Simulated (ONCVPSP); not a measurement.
# Building the ONCV potential for iridium (Ir) (LDA (Perdew-Zunger), scalar-relativistic).

ONCVPSP 4.0.1 input, shortened (lines: element, Z, core and valence counts, functional; n l f; lmax; l rc ep ncon nbas qcut; lloc lpopt rc5 dvloc0; l nproj debl; icmod fcfact rcfact), LDA (Perdew-Zunger), scalar-relativistic:

```
  Ir 77.00   10    5        3      upf
    1    0    2.00
    2    0    2.00
    2    1    6.00
    3    0    2.00
    3    1    6.00
    3    2   10.00
    4    0    2.00
    4    1    6.00
    4    2   10.00
    4    3   14.00
    5    0    2.00
    5    1    6.00
    5    2    7.00
    6    0    1.75
    6    1    0.25
    2
    0    1.65    0.00    5    8    9.30
    1    1.60    0.00    4    8    7.30
    2    1.95    0.00    4    8    7.50
    4    5    1.20    0.00
    0    2    2.90
    1    2    2.80
    2    1    1.50
    1    0.60    0.00
```

All-electron outer shells of the reference configuration (LDA (Perdew-Zunger), scalar-relativistic, ld1.x):

```csv
shell,level (eV),outermost node (bohr),outermost maximum (bohr)
4d,-291.37,0.21,0.42
5s,-98.80,0.50,0.89
4f,-63.04,–,0.39
5p,-55.42,0.54,1.01
5d,-7.83,0.59,1.31
6s,-6.95,1.17,2.38
6p,-1.63,1.39,3.43
```

Results:

- Cutoffs needed: 31 Ha and 36 Ha (the cutoffs (Ha) at which the residual kinetic energy of the hardest occupied pseudo-wave falls to 1 and 0.1 mHa per electron)
- Ghost test: no bound ghost flagged; GHOST(+) flagged for s at 222.1 eV
- Configuration tests: 1 of 4 tests not solved or not reliable
- rms error of d²Exc/dni dnj: 5.57 mHa without and 0.26 mHa with the model core

Generation and tests took about 2.7 s on one core of a shared server CPU.
